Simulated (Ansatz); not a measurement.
Consider the redistribution: `O[SiH2]O[SiH](Cl)Cl` + `O[SiH](O)N[SiH](F)F` → `O[SiH](O)N[SiH](Cl)Cl` + `O[SiH2]O[SiH](F)F`.

Calculated with Ansatz (gas phase, PBE0-D4/def2-TZVP geometries, no zero-point term in ΔE). CBS: MP2 limit from def2 TZ/QZ plus the TZ coupled-cluster correction, frozen cores. DFT in def2-TZVPP. B3LYP here is the variant with VWN-RPA as its local correlation; programs differ in this. One conformer a species, not always the lowest.

```csv
level,ΔE (eV)
r2SCAN-D4,0.00
PBE0-D4,-0.02
ωB97M-V,-0.01
r2SCAN,0.00
B3LYP,-0.02
HF/def2-TZVPP,-0.04
CCSD(T)/def2-TZVPP,-0.03
HF/def2-QZVPP,-0.05
```

(1) What does CCSD(T)/CBS give? (An estimate is asked.)

Largest T1 diagnostic among the species: 0.012.

## Answers

(1) Computed: -0.03 eV. The listed levels differ from it by 0.03, 0.01, 0.02, 0.03, 0.01, -0.01, 0.00, -0.02 eV.
